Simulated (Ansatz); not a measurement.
Saddle point of CH7GeN, singlet (CH₇GeN ([CH3][GeH2][NH2]) → GeNH₃ ([NH][GeH2]) + CH₄; bonds formed: C2–H4; bonds broken: Ge1–C2, N3–H4), PBE0-D4/def2-TZVP structure:

Ge1  (-1.032, -0.115, -0.363)
C2  (1.109, 0.505, -0.056)
N3  (-0.952, -0.792, 1.268)
H4  (0.372, -0.249, 0.742)
H5  (-0.974, -0.903, -1.698)
H6  (-1.560, 1.311, -0.643)
H7  (1.100, 0.597, -1.151)
H8  (1.999, -0.094, 0.160)
H9  (1.191, 1.496, 0.386)
H10  (-1.253, -1.758, 1.356)
(Å)

Energies are electronic, without zero-point energy. Barriers and step energies count from the start structure reached by relaxing down the imaginary mode; all methods use the PBE0-D4 structures, on which another method's saddle can fall below an end. Computed with Ansatz 0.2.0 (basis: def2-TZVPP, with def2-QZVPP for the basis limit); correlated methods freeze the cores. Filled d shells of the heavier atoms are correlated. The def2 sets are not built for correlating such inner shells, so the correlated values are less sure here. B3LYP uses VWN-RPA correlation. Extrapolation: Hartree–Fock as exp(−7.88 √X), correlation as X^−2.97.

```
      method  barrier (kJ/mol)  step energy (kJ/mol)
       SPW92             324.8                 210.7
      PBE-D4                 ?                 181.5
     BLYP-D4             343.9                 163.0
   r2SCAN-D4             355.1                 197.2
      B97M-V                 ?                 191.6
     PBE0-D4             363.0                 209.1
    B3LYP-D4             366.8                 188.0
  r2SCAN0-D4             374.3                 217.1
    BHLYP-D4             398.1                 216.8
CAM-B3LYP-D4             380.3                 205.8
     wB97X-V             382.0                 214.5
     wB97M-V             374.7                 207.9
      B2PLYP             371.4                 187.3
    PBE-QIDH             378.9                 217.9
  RPA on PBE                 ?                 184.0
          HF             442.1                 229.3
         MP2             371.8                 197.8
        CCSD             392.4                 206.8
     CCSD(T)             378.5                 196.5
```

(1) Fill in the withheld barriers. (To be estimated.)

The T1 diagnostic stays at or below 0.017. The restricted Hartree–Fock reference is unstable towards an unrestricted one at one or more of these structures.

## Answers

(1) Computed: PBE-D4 334.8; RPA on PBE 372.6; B97M-V 365.1 kJ/mol. Each is the energy of the saddle less that of the start structure, by the same method.

For comparison, the barrier by CCSD(T) at an estimated basis limit (MP2 extrapolated from triple and quadruple zeta, plus CCSD(T) − MP2 in triple zeta) is 372.4 kJ/mol.

Labels in which every atom is bracketed show which atoms are joined, not bond orders.

For scale, one of the runs: CCSD(T)/def2-TZVPP, 208 basis functions, launched by `ansatz run in.yaml --threads 4 --pin off --events-out ev --progress --plain --max-ram 9574MiB`. The run took 64 s on 4 CPU threads of an Arm Neoverse V1 (shared host), with 2.9 GiB of host memory at its peak.
